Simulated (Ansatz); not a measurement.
Ansatz (a program for electronic structure) input (CCSD(T)/def2-SVPD):

Ansatz 0.2 input:
```yaml
crystal:
  periodic: [false, false, false]
  atoms:
    - {symbol: C, position_ang: [-1.75786059, -0.12937780, 0.05453946]}
    - {symbol: Te, position_ang: [0.32399535, 0.01829104, -0.00811740]}
    - {symbol: H, position_ang: [-2.14767649, -0.83792228, -0.67194852]}
    - {symbol: H, position_ang: [-2.13830036, -0.23195878, 1.06771231]}
    - {symbol: H, position_ang: [-2.01461791, 0.89501381, -0.30089565]}
basis:
  gaussian:
    orbitals: def2-SVPD
total_charge: 1
magnetization: {spin_polarized: false}
correlation: {method: ccsd_t, electrons: outside_noble_gas}
output: {forces: true}
```

Output:

```
Functional definition: HF
integrals: 0.07 GiB planned
883 factors; integrals over basis functions are off by at most 1.2e-3 eV
mean field: 0.20 GiB planned
mean field evaluation 1: about -8329.8562 eV, gradient 3.4e1 eV
mean field evaluation 2: about -8329.8590 eV, gradient 3.4e1 eV
mean field evaluation 4: about -8333.0088 eV, gradient 2.3e0 eV
mean field evaluation 8: about -8333.0485 eV, gradient 1.1e-3 eV
mean field evaluation 16: about -8333.0062 eV, gradient 2.3e0 eV
mean field evaluation 32: about -8333.0205 eV, gradient 1.1e0 eV
mean field evaluation 64: about -8332.8194 eV, gradient 1.2e-1 eV
mean field evaluation 96: about -8332.8170 eV, gradient 9.4e-2 eV
mean field -8333.04848918 eV, -306.2338836341 hartree, gradient 7.7e-7 eV, S^2 0.000000; 6 other end points of the search recorded, 0 dependent functions left out; unrestricted orbitals would lower it
determinant -8333.04848918 eV, -306.2338836341 hartree, with singles and doubles -8340.25515265 eV, -306.4987236319 hartree
determinant -8332.81874932 eV, -306.2254408503 hartree, with singles and doubles -8340.04782913 eV, -306.4911046330 hartree
determinant -8333.04848918 eV, -306.2338836341 hartree, with singles and doubles -8340.26166990 eV, -306.4989631363 hartree
determinant -8332.81874932 eV, -306.2254408503 hartree, with singles and doubles -8340.07211252 eV, -306.4919970313 hartree
unrestricted determinant -8334.36474297 eV, -306.2822550687 hartree, S^2 1.0212
10 core orbitals not correlated
reference -8333.04848918 eV, -306.2338836341 hartree; 6, 6 occupied and 63, 63 virtual orbitals, 883 factors
densities: 0.26 GiB planned
second order -6.22642386 eV of doubles, -0.00000000 eV of singles
coupled cluster: 0.21 GiB planned
cycle   1  -7.21318163 eV  change   -9.0e-7 eV  update   3.1e-6
cycle   2  -7.21318285 eV  change   -1.2e-6 eV  update   2.2e-6
cycle   3  -7.21318343 eV  change   -5.7e-7 eV  update   1.3e-6
cycle   4  -7.21318291 eV  change    5.1e-7 eV  update   5.3e-7
cycle   5  -7.21318258 eV  change    3.3e-7 eV  update   2.1e-7
cycle   6  -7.21318246 eV  change    1.2e-7 eV  update   9.7e-8
coupled cluster: 0.21 GiB planned
perturbative correction -0.28584409 eV, -0.0105045767 hartree
the calculation of the forces begins
Total energy: -8340.54751573 eV, -306.5094677770 hartree
Atom 0 at    -1.757861    -0.129378     0.054539 Å, force    -0.299385     0.543596    -0.187733 eV/Å
Atom 1 at     0.323995     0.018291    -0.008117 Å, force     0.760980    -0.064917     0.018511 eV/Å
Atom 2 at    -2.147676    -0.837922    -0.671949 Å, force    -0.147859    -0.377065    -0.203930 eV/Å
Atom 3 at    -2.138300    -0.231959     1.067712 Å, force    -0.144628    -0.168282     0.395463 eV/Å
Atom 4 at    -2.014618     0.895014    -0.300896 Å, force    -0.169108     0.066668    -0.022311 eV/Å
Dipole moment:    -0.313862     0.000185     0.001627 e Å
```
